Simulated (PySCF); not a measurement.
One of the candidates below gave these computed data.

All candidates are C6H12S.

* Polarisability: 91.5 au [CAM-B3LYP/def2-SVPD]
* Triplet: lowest triplet excitation (Tamm–Dancoff): 4.92 eV [TDA CAM-B3LYP/def2-SVPD]
* UV, strongest line: among the 8 lowest singlet transitions: S7 at 7.66 eV (162 nm, f = 0.042) [TDDFT CAM-B3LYP/def2-SVPD]
* UV, first state: lowest singlet excitation: 5.36 eV (231 nm, f = 0.000) [TDDFT CAM-B3LYP/def2-SVPD]
* Rotational structure: rotational constants A, B, C: 3.702, 1.331, 1.131 GHz [GFN2-xTB]
* Dipole: 1.64 D [CAM-B3LYP/def2-SVPD]

Gas-phase values; electronic properties from PySCF, density fitting. Levels stand in brackets. The structure is a single GFN2-xTB conformer in the gas phase; no vibrational or solvent corrections.

**Question.** Which candidate is it?
A. `CS[C@@H](C)C1CC1`
B. `C/C=C(/CC)SC`
C. `CC(C)[C@H]1CCS1`

**Answer.** A. It is `CS[C@@H](C)C1CC1`. Numbering: `[CH3:1][S:2][C@@H:3]([CH3:4])[CH:5]1[CH2:6][CH2:7]1`. Its formula, C6H12S, gives 1 degree of unsaturation: 1 ring and 0 π bonds in the structure found. The optimised geometry has point group C1 and is an asymmetric top.

The others, at the same levels:
- `CC(C)[C@H]1CCS1` fails: its computed lowest singlet excitation is 4.64 eV (267 nm, f = 0.000) (against 5.36 eV), lowest triplet excitation (Tamm–Dancoff) is 4.17 eV (against 4.92 eV) and strongest line among the 8 lowest singlet transitions is S5 at 7.00 eV (177 nm, f = 0.063) (against S7 at 7.66 eV).
- `C/C=C(/CC)SC` fails: its computed lowest singlet excitation is 5.09 eV (244 nm, f = 0.000) (against 5.36 eV), lowest triplet excitation (Tamm–Dancoff) is 4.24 eV (against 4.92 eV) and strongest line among the 8 lowest singlet transitions is S4 at 6.62 eV (187 nm, f = 0.295) (against S7 at 7.66 eV).

Each candidate is one conformer, not necessarily the lowest. Dipoles, sizes and rotational constants follow the conformer. The torsions of the flexible species, by atom-mapped SMILES:
- `[CH3:1][S:2][C@@H:3]([CH3:4])[CH:5]1[CH2:6][CH2:7]1`: C1–S2–C3–C4 85°, S2–C3–C5–C6 156°
- `[CH3:1][CH:2]([CH3:3])[C@H:4]1[CH2:5][CH2:6][S:7]1`: C1–C2–C4–C5 -169°
- `[CH3:1]/[CH:2]=[C:3](/[CH2:4][CH3:5])[S:6][CH3:7]`: C2–C3–C4–C5 -103°, C2–C3–S6–C7 -91°
